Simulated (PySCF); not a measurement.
Vertical excitations of a molecule CH₇FO₂Si₂ from PySCF 2.14.0 with TDA-M06-2X/def2-SVPD, as energy in eV (oscillator strength): 7.93 (0.097), 8.42 (0.062), 8.57 (0.013), 8.59 (0.028), 8.76 (0.039), 8.80 (0.117), 9.01 (0.009), 9.06 (0.031), 9.10 (0.124), 9.16 (0.124). Lowest triplet (TDA): 7.63 eV. Geometry optimised at PBE-D3(BJ)/def2-SVP. One conformer was computed; it need not be the lowest.

Task: Pick the molecule that these values belong to.
(A) CO[Si@H](O)[SiH2]F
(B) OC[Si@@](O)(F)[SiH3]
(C) O[Si](O)(F)C[SiH3]
(D) O[SiH2]O[SiH2]CF

Result: C, O[Si](O)(F)C[SiH3]
